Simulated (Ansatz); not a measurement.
## Molecular dynamics of Cl$_{2}$GaH

The input (input.yaml):

```yaml
crystal:
  periodic: [false, false, false]
  atoms:
    - { symbol: Ga, position_ang: [0.0, 0.0, 0.017889] }
    - { symbol: H, position_ang: [0.0, 0.0, 1.576902] }
    - { symbol: Cl, position_ang: [1.820938, 0.0, -1.132396] }
    - { symbol: Cl, position_ang: [-1.820938, 0.0, -1.132396] }
basis:
  gaussian: { orbitals: def2-SVP }
hamiltonian:
  xc: pbe
md:
  timestep: 0.5
  n_steps: 250
  ensemble: nve
  temperature: 100.0
  initial_velocities: maxwell_boltzmann
  seed: 610903
```

Command:

```bash
$ ansatz run input.yaml --threads 1 --pin off --max-ram 2048MiB --backend cpu --events-out ev --progress --plain --runs-dir out
```

It starts from a relaxed structure.

Output, in part (one step line in 3, the closing report, with atoms numbered from 0):

```
md step     0: t =     0.00 fs  T =   100.0 K  F+E_penalty+E_count = -77409.57760931 eV  E_kin = 0.025852 eV  conserved = -77409.55175731 eV  (24 SCF iters)
md step     3: t =     1.50 fs  T =    90.5 K  F+E_penalty+E_count = -77409.57512581 eV  E_kin = 0.023386 eV  conserved = -77409.55173942 eV  (26 SCF iters)
md step     6: t =     3.00 fs  T =    71.7 K  F+E_penalty+E_count = -77409.57024292 eV  E_kin = 0.018544 eV  conserved = -77409.55169877 eV  (18 SCF iters)
md step     9: t =     4.50 fs  T =    63.9 K  F+E_penalty+E_count = -77409.56819802 eV  E_kin = 0.016510 eV  conserved = -77409.55168762 eV  (18 SCF iters)
md step    12: t =     6.00 fs  T =    72.3 K  F+E_penalty+E_count = -77409.57040884 eV  E_kin = 0.018688 eV  conserved = -77409.55172108 eV  (18 SCF iters)
md step    15: t =     7.50 fs  T =    80.8 K  F+E_penalty+E_count = -77409.57263213 eV  E_kin = 0.020879 eV  conserved = -77409.55175350 eV  (25 SCF iters)
md step    18: t =     9.00 fs  T =    72.9 K  F+E_penalty+E_count = -77409.57060003 eV  E_kin = 0.018853 eV  conserved = -77409.55174684 eV  (25 SCF iters)
md step    21: t =    10.50 fs  T =    51.4 K  F+E_penalty+E_count = -77409.56500398 eV  E_kin = 0.013291 eV  conserved = -77409.55171329 eV  (18 SCF iters)
md step    24: t =    12.00 fs  T =    32.8 K  F+E_penalty+E_count = -77409.56017819 eV  E_kin = 0.008490 eV  conserved = -77409.55168835 eV  (18 SCF iters)
md step    27: t =    13.50 fs  T =    30.0 K  F+E_penalty+E_count = -77409.55943820 eV  E_kin = 0.007744 eV  conserved = -77409.55169421 eV  (18 SCF iters)
md step    30: t =    15.00 fs  T =    39.8 K  F+E_penalty+E_count = -77409.56200986 eV  E_kin = 0.010285 eV  conserved = -77409.55172532 eV  (18 SCF iters)
md step    33: t =    16.50 fs  T =    46.7 K  F+E_penalty+E_count = -77409.56381431 eV  E_kin = 0.012063 eV  conserved = -77409.55175124 eV  (26 SCF iters)
md step    36: t =    18.00 fs  T =    38.1 K  F+E_penalty+E_count = -77409.56159984 eV  E_kin = 0.009859 eV  conserved = -77409.55174054 eV  (25 SCF iters)
md step    39: t =    19.50 fs  T =    20.3 K  F+E_penalty+E_count = -77409.55695929 eV  E_kin = 0.005259 eV  conserved = -77409.55170016 eV  (18 SCF iters)
md step    42: t =    21.00 fs  T =    13.3 K  F+E_penalty+E_count = -77409.55512650 eV  E_kin = 0.003446 eV  conserved = -77409.55168087 eV  (17 SCF iters)
md step    45: t =    22.50 fs  T =    26.4 K  F+E_penalty+E_count = -77409.55853921 eV  E_kin = 0.006830 eV  conserved = -77409.55170953 eV  (18 SCF iters)
md step    48: t =    24.00 fs  T =    45.7 K  F+E_penalty+E_count = -77409.56355719 eV  E_kin = 0.011810 eV  conserved = -77409.55174741 eV  (24 SCF iters)
md step    51: t =    25.50 fs  T =    52.1 K  F+E_penalty+E_count = -77409.56522699 eV  E_kin = 0.013478 eV  conserved = -77409.55174929 eV  (25 SCF iters)
md step    54: t =    27.00 fs  T =    44.0 K  F+E_penalty+E_count = -77409.56310404 eV  E_kin = 0.011385 eV  conserved = -77409.55171911 eV  (18 SCF iters)
md step    57: t =    28.50 fs  T =    36.1 K  F+E_penalty+E_count = -77409.56102460 eV  E_kin = 0.009333 eV  conserved = -77409.55169165 eV  (18 SCF iters)
md step    60: t =    30.00 fs  T =    42.2 K  F+E_penalty+E_count = -77409.56261199 eV  E_kin = 0.010919 eV  conserved = -77409.55169304 eV  (18 SCF iters)
md step    63: t =    31.50 fs  T =    61.7 K  F+E_penalty+E_count = -77409.56767353 eV  E_kin = 0.015951 eV  conserved = -77409.55172266 eV  (19 SCF iters)
md step    66: t =    33.00 fs  T =    79.5 K  F+E_penalty+E_count = -77409.57229648 eV  E_kin = 0.020543 eV  conserved = -77409.55175327 eV  (26 SCF iters)
md step    69: t =    34.50 fs  T =    80.6 K  F+E_penalty+E_count = -77409.57258253 eV  E_kin = 0.020832 eV  conserved = -77409.55175047 eV  (25 SCF iters)
md step    72: t =    36.00 fs  T =    67.2 K  F+E_penalty+E_count = -77409.56907408 eV  E_kin = 0.017361 eV  conserved = -77409.55171261 eV  (19 SCF iters)
md step    75: t =    37.50 fs  T =    58.1 K  F+E_penalty+E_count = -77409.56670311 eV  E_kin = 0.015017 eV  conserved = -77409.55168613 eV  (18 SCF iters)
md step    78: t =    39.00 fs  T =    66.2 K  F+E_penalty+E_count = -77409.56882275 eV  E_kin = 0.017115 eV  conserved = -77409.55170749 eV  (18 SCF iters)
md step    81: t =    40.50 fs  T =    81.2 K  F+E_penalty+E_count = -77409.57273180 eV  E_kin = 0.020984 eV  conserved = -77409.55174757 eV  (25 SCF iters)
md step    84: t =    42.00 fs  T =    83.3 K  F+E_penalty+E_count = -77409.57328516 eV  E_kin = 0.021529 eV  conserved = -77409.55175587 eV  (25 SCF iters)
md step    87: t =    43.50 fs  T =    67.7 K  F+E_penalty+E_count = -77409.56922599 eV  E_kin = 0.017498 eV  conserved = -77409.55172809 eV  (26 SCF iters)
md step    90: t =    45.00 fs  T =    47.9 K  F+E_penalty+E_count = -77409.56407401 eV  E_kin = 0.012377 eV  conserved = -77409.55169661 eV  (18 SCF iters)
md step    93: t =    46.50 fs  T =    39.8 K  F+E_penalty+E_count = -77409.56197797 eV  E_kin = 0.010287 eV  conserved = -77409.55169115 eV  (18 SCF iters)
md step    96: t =    48.00 fs  T =    46.2 K  F+E_penalty+E_count = -77409.56367157 eV  E_kin = 0.011956 eV  conserved = -77409.55171606 eV  (18 SCF iters)
md step    99: t =    49.50 fs  T =    54.6 K  F+E_penalty+E_count = -77409.56586239 eV  E_kin = 0.014114 eV  conserved = -77409.55174811 eV  (26 SCF iters)
md step   102: t =    51.00 fs  T =    49.1 K  F+E_penalty+E_count = -77409.56444853 eV  E_kin = 0.012697 eV  conserved = -77409.55175173 eV  (26 SCF iters)
md step   105: t =    52.50 fs  T =    28.8 K  F+E_penalty+E_count = -77409.55915648 eV  E_kin = 0.007440 eV  conserved = -77409.55171693 eV  (18 SCF iters)
md step   108: t =    54.00 fs  T =    11.2 K  F+E_penalty+E_count = -77409.55457813 eV  E_kin = 0.002894 eV  conserved = -77409.55168387 eV  (18 SCF iters)
md step   111: t =    55.50 fs  T =    12.5 K  F+E_penalty+E_count = -77409.55492223 eV  E_kin = 0.003225 eV  conserved = -77409.55169682 eV  (18 SCF iters)
md step   114: t =    57.00 fs  T =    26.4 K  F+E_penalty+E_count = -77409.55855748 eV  E_kin = 0.006820 eV  conserved = -77409.55173745 eV  (18 SCF iters)
md step   117: t =    58.50 fs  T =    32.9 K  F+E_penalty+E_count = -77409.56025716 eV  E_kin = 0.008504 eV  conserved = -77409.55175331 eV  (24 SCF iters)
md step   120: t =    60.00 fs  T =    23.4 K  F+E_penalty+E_count = -77409.55778276 eV  E_kin = 0.006052 eV  conserved = -77409.55173051 eV  (19 SCF iters)
md step   123: t =    61.50 fs  T =     8.8 K  F+E_penalty+E_count = -77409.55396994 eV  E_kin = 0.002272 eV  conserved = -77409.55169762 eV  (18 SCF iters)
md step   126: t =    63.00 fs  T =     5.6 K  F+E_penalty+E_count = -77409.55313022 eV  E_kin = 0.001443 eV  conserved = -77409.55168722 eV  (17 SCF iters)
md step   129: t =    64.50 fs  T =    19.2 K  F+E_penalty+E_count = -77409.55666870 eV  E_kin = 0.004960 eV  conserved = -77409.55170861 eV  (18 SCF iters)
md step   132: t =    66.00 fs  T =    38.8 K  F+E_penalty+E_count = -77409.56176486 eV  E_kin = 0.010022 eV  conserved = -77409.55174283 eV  (26 SCF iters)
md step   135: t =    67.50 fs  T =    47.3 K  F+E_penalty+E_count = -77409.56399225 eV  E_kin = 0.012238 eV  conserved = -77409.55175446 eV  (26 SCF iters)
md step   138: t =    69.00 fs  T =    39.8 K  F+E_penalty+E_count = -77409.56201379 eV  E_kin = 0.010288 eV  conserved = -77409.55172590 eV  (26 SCF iters)
md step   141: t =    70.50 fs  T =    30.8 K  F+E_penalty+E_count = -77409.55963938 eV  E_kin = 0.007950 eV  conserved = -77409.55168937 eV  (18 SCF iters)
md step   144: t =    72.00 fs  T =    38.1 K  F+E_penalty+E_count = -77409.56153727 eV  E_kin = 0.009843 eV  conserved = -77409.55169423 eV  (18 SCF iters)
md step   147: t =    73.50 fs  T =    59.4 K  F+E_penalty+E_count = -77409.56708655 eV  E_kin = 0.015352 eV  conserved = -77409.55173461 eV  (19 SCF iters)
md step   150: t =    75.00 fs  T =    74.9 K  F+E_penalty+E_count = -77409.57111409 eV  E_kin = 0.019356 eV  conserved = -77409.55175812 eV  (25 SCF iters)
md step   153: t =    76.50 fs  T =    72.3 K  F+E_penalty+E_count = -77409.57041985 eV  E_kin = 0.018679 eV  conserved = -77409.55174122 eV  (26 SCF iters)
md step   156: t =    78.00 fs  T =    59.3 K  F+E_penalty+E_count = -77409.56704460 eV  E_kin = 0.015337 eV  conserved = -77409.55170736 eV  (18 SCF iters)
md step   159: t =    79.50 fs  T =    53.0 K  F+E_penalty+E_count = -77409.56538643 eV  E_kin = 0.013695 eV  conserved = -77409.55169099 eV  (18 SCF iters)
md step   162: t =    81.00 fs  T =    61.4 K  F+E_penalty+E_count = -77409.56758369 eV  E_kin = 0.015877 eV  conserved = -77409.55170705 eV  (18 SCF iters)
md step   165: t =    82.50 fs  T =    76.4 K  F+E_penalty+E_count = -77409.57150278 eV  E_kin = 0.019762 eV  conserved = -77409.55174108 eV  (26 SCF iters)
md step   168: t =    84.00 fs  T =    81.1 K  F+E_penalty+E_count = -77409.57271865 eV  E_kin = 0.020960 eV  conserved = -77409.55175843 eV  (25 SCF iters)
md step   171: t =    85.50 fs  T =    67.3 K  F+E_penalty+E_count = -77409.56913418 eV  E_kin = 0.017399 eV  conserved = -77409.55173530 eV  (24 SCF iters)
md step   174: t =    87.00 fs  T =    47.3 K  F+E_penalty+E_count = -77409.56391104 eV  E_kin = 0.012216 eV  conserved = -77409.55169487 eV  (18 SCF iters)
md step   177: t =    88.50 fs  T =    40.8 K  F+E_penalty+E_count = -77409.56224455 eV  E_kin = 0.010555 eV  conserved = -77409.55168964 eV  (18 SCF iters)
md step   180: t =    90.00 fs  T =    50.6 K  F+E_penalty+E_count = -77409.56480658 eV  E_kin = 0.013080 eV  conserved = -77409.55172610 eV  (18 SCF iters)
md step   183: t =    91.50 fs  T =    58.8 K  F+E_penalty+E_count = -77409.56694502 eV  E_kin = 0.015190 eV  conserved = -77409.55175486 eV  (25 SCF iters)
md step   186: t =    93.00 fs  T =    50.6 K  F+E_penalty+E_count = -77409.56483415 eV  E_kin = 0.013091 eV  conserved = -77409.55174323 eV  (24 SCF iters)
md step   189: t =    94.50 fs  T =    31.3 K  F+E_penalty+E_count = -77409.55981098 eV  E_kin = 0.008102 eV  conserved = -77409.55170869 eV  (18 SCF iters)
md step   192: t =    96.00 fs  T =    18.0 K  F+E_penalty+E_count = -77409.55633165 eV  E_kin = 0.004645 eV  conserved = -77409.55168708 eV  (18 SCF iters)
md step   195: t =    97.50 fs  T =    21.5 K  F+E_penalty+E_count = -77409.55724904 eV  E_kin = 0.005551 eV  conserved = -77409.55169757 eV  (18 SCF iters)
md step   198: t =    99.00 fs  T =    36.5 K  F+E_penalty+E_count = -77409.56116853 eV  E_kin = 0.009438 eV  conserved = -77409.55173062 eV  (18 SCF iters)
md step   201: t =   100.50 fs  T =    46.5 K  F+E_penalty+E_count = -77409.56376829 eV  E_kin = 0.012015 eV  conserved = -77409.55175353 eV  (25 SCF iters)
md step   204: t =   102.00 fs  T =    40.5 K  F+E_penalty+E_count = -77409.56219889 eV  E_kin = 0.010461 eV  conserved = -77409.55173773 eV  (25 SCF iters)
md step   207: t =   103.50 fs  T =    27.1 K  F+E_penalty+E_count = -77409.55869152 eV  E_kin = 0.006994 eV  conserved = -77409.55169728 eV  (18 SCF iters)
md step   210: t =   105.00 fs  T =    26.2 K  F+E_penalty+E_count = -77409.55845710 eV  E_kin = 0.006773 eV  conserved = -77409.55168460 eV  (24 SCF iters)
md step   213: t =   106.50 fs  T =    44.0 K  F+E_penalty+E_count = -77409.56309021 eV  E_kin = 0.011372 eV  conserved = -77409.55171794 eV  (18 SCF iters)
md step   216: t =   108.00 fs  T =    64.2 K  F+E_penalty+E_count = -77409.56834650 eV  E_kin = 0.016594 eV  conserved = -77409.55175282 eV  (25 SCF iters)
md step   219: t =   109.50 fs  T =    69.1 K  F+E_penalty+E_count = -77409.56962531 eV  E_kin = 0.017876 eV  conserved = -77409.55174910 eV  (25 SCF iters)
md step   222: t =   111.00 fs  T =    59.9 K  F+E_penalty+E_count = -77409.56720889 eV  E_kin = 0.015492 eV  conserved = -77409.55171709 eV  (19 SCF iters)
md step   225: t =   112.50 fs  T =    52.3 K  F+E_penalty+E_count = -77409.56520413 eV  E_kin = 0.013512 eV  conserved = -77409.55169219 eV  (18 SCF iters)
md step   228: t =   114.00 fs  T =    58.8 K  F+E_penalty+E_count = -77409.56690422 eV  E_kin = 0.015207 eV  conserved = -77409.55169757 eV  (18 SCF iters)
md step   231: t =   115.50 fs  T =    76.8 K  F+E_penalty+E_count = -77409.57158934 eV  E_kin = 0.019861 eV  conserved = -77409.55172879 eV  (19 SCF iters)
md step   234: t =   117.00 fs  T =    90.5 K  F+E_penalty+E_count = -77409.57514995 eV  E_kin = 0.023394 eV  conserved = -77409.55175629 eV  (24 SCF iters)
md step   237: t =   118.50 fs  T =    86.5 K  F+E_penalty+E_count = -77409.57411730 eV  E_kin = 0.022370 eV  conserved = -77409.55174769 eV  (26 SCF iters)
md step   240: t =   120.00 fs  T =    69.9 K  F+E_penalty+E_count = -77409.56978395 eV  E_kin = 0.018076 eV  conserved = -77409.55170824 eV  (18 SCF iters)
md step   243: t =   121.50 fs  T =    60.4 K  F+E_penalty+E_count = -77409.56731115 eV  E_kin = 0.015624 eV  conserved = -77409.55168674 eV  (18 SCF iters)
md step   246: t =   123.00 fs  T =    68.6 K  F+E_penalty+E_count = -77409.56943796 eV  E_kin = 0.017725 eV  conserved = -77409.55171276 eV  (18 SCF iters)
md step   249: t =   124.50 fs  T =    81.7 K  F+E_penalty+E_count = -77409.57287327 eV  E_kin = 0.021123 eV  conserved = -77409.55175038 eV  (25 SCF iters)
md step   250: t =   125.00 fs  T =    83.6 K  F+E_penalty+E_count = -77409.57336782 eV  E_kin = 0.021612 eV  conserved = -77409.55175628 eV  (24 SCF iters)
Total energy: -77409.57340174 eV, -2844.7493524206 hartree
Atom 0 at    -0.008080    -0.000803     0.018860 Å, force     0.387448     0.034256    -0.108183 eV/Å
Atom 1 at    -0.000975     0.022787     1.571688 Å, force     0.003779    -0.013831     0.086355 eV/Å
Atom 2 at     1.829956     0.000428    -1.138188 Å, force    -0.214464    -0.010207     0.136006 eV/Å
Atom 3 at    -1.814036     0.000503    -1.128366 Å, force    -0.176762    -0.010218    -0.114179 eV/Å
Dipole moment:    -0.029650    -0.004383     0.328665 e Å
```

All steps were run. The conserved energy stayed within 0.019 meV per atom of its start (net change 0.00025 meV per atom), so the integration is sound. Over the second half the temperature averaged 0.52 of the 100 K drawn at the start: a run that starts near a minimum puts about half its kinetic energy into the potential. A run of 0.12 ps of so small a system gives no equilibrium averages.

The same pairs are bonded in the first frame and the last. Pairs count as bonded within 1.25 times the sum of covalent radii (0.12 Å more for H–H).

Last frame:

```xyz
4
Properties=species:S:1:pos:R:3
Ga -0.008 -0.001 0.019
H -0.001 0.023 1.572
Cl 1.830 0.000 -1.138
Cl -1.814 0.001 -1.128
```

Time of the run: 3 min on 1 thread of AMD EPYC 9R45 96-Core Processor (Zen 5), on a shared host, peak memory 0.14 GiB.
